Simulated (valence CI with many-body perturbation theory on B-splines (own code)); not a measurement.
**Missing levels of Ce³⁴⁺**

Method: relativistic CI+MBPT: six valence electrons over a frozen Dirac-Fock core [Ar], a basis of 7 s, 7 p, 8 d, 6 f, 4 g, 1 h functions for each j, with the one-electron correlation potential Σ1 (screened to all orders), the two-electron term Σ2, the three-electron term Σ3, Breit, model QED; selected single and double excitations, second order for the rest, scaled by the run's own slope (own B-spline code, finite nucleus).

No measured spectrum was set against this ion. As an estimate, large intervals hold to a few tenths of a per cent, small ones and those within an open d or f shell to about a per cent. Core correlation moves these levels by up to 6300 cm⁻¹, and in measured spectra 5 to 20 % of such shifts remained as error; rates that hang on mixing are uncertain with them. Among the levels kept, up to 1000 cm⁻¹ of a level comes from second order outside the variational space, and about a tenth of that is noise between levels of different J, which matters for small intervals. Only levels of the ground parity were solved; by the run's estimate the other parity begins above the list, which can be wrong where configurations are misplaced.

| Level | E (eV) |
| --- | --- |
| (3d3/2^4 3d5/2^2) J=4 | 0.000 |
| (3d3/2^4 3d5/2^2) J=2 | 5.163 |
| (3d3/2^4 3d5/2^2) J=0 | ? |
| (3d3/2^3 3d5/2^3) J=3 [a] | ? |
| (3d3/2^3 3d5/2^3) J=1 [a] | ? |
| (3d3/2^3 3d5/2^3) J=4 [a] | ? |
| (3d3/2^3 3d5/2^3) J=5 | 24.554 |
| (3d3/2^3 3d5/2^3) J=6 | 24.592 |
| (3d3/2^3 3d5/2^3) J=2 | 28.563 |
| (3d3/2^3 3d5/2^3) J=3 [b] | ? |
| (3d3/2^2 3d5/2^4) J=2 [a] | 34.920 |
| (3d3/2^3 3d5/2^3) J=4 [b] | 37.305 |
| (3d3/2^3 3d5/2^3) J=1 [b] | 37.887 |
| (3d3/2^3 3d5/2^3) J=0 | ? |
| (3d3/2^2 3d5/2^4) J=2 [b] | 39.367 |
| (3d3/2^2 3d5/2^4) J=0 [a] | 40.655 |
| (3d3/2^3 3d5/2^3) J=3 [c] | 41.222 |
| (3d3/2^2 3d5/2^4) J=4 [a] | 42.507 |
| (3d3/2^2 3d5/2^4) J=5 | 45.103 |
| (3d3/2^2 3d5/2^4) J=3 [a] | 45.818 |

Levels are named by their leading jj configuration (3d3/2^4 stands for four electrons in 3d with j = 3/2), which in mixed levels can hold well under half, so a name can repeat and another be missing. Letters in brackets count levels of one name in rising energy.

Q: The levels stand in rising order. What does the calculation give for the missing energies?

A: (3d3/2^4 3d5/2^2) J=0 13.939; (3d3/2^3 3d5/2^3) J=3 [a] 15.877; (3d3/2^3 3d5/2^3) J=1 [a] 19.031; (3d3/2^3 3d5/2^3) J=4 [a] 19.320; (3d3/2^3 3d5/2^3) J=3 [b] 29.214; (3d3/2^3 3d5/2^3) J=0 38.157.
